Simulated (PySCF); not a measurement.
# C⁺: ionisation energy

C⁺ [He] 2s2 2p1 (2P) → C²⁺ [He] 2s2 (1S), as a difference of total energies. All numbers are calculated (PySCF 2.14, no relativity, point nucleus, in def2-QZVPPD). Correlated levels: valence and next inner shell: nothing frozen. The calculations carry no spin-orbit coupling.

| method | ionisation energy (eV) |
| --- | --- |
| UHF | 24.173 |
| MP2 (valence and next inner shell) | 24.451 |
| SCS-MP2 (valence and next inner shell) | 24.405 |
| CCSD (valence and next inner shell) | 24.291 |
| CCSD(T) (valence and next inner shell) | 24.322 |

How much does correlation contribute at CCSD(T) (valence and next inner shell)?

24.322 − (24.173) = 0.149 eV, measured against UHF.

A first-order spin-orbit estimate (lowest level to lowest level, LS coupling) adds 0.005 eV.

Errors of the correlated levels include the incompleteness of this basis.

The coupled-cluster amplitudes are large for C²⁺ (T1 above 0.03 or a double amplitude above 0.15), so a single reference is strained.

For comparison: 24.383 eV (measured; NIST Atomic Spectra Database, ionization energies).
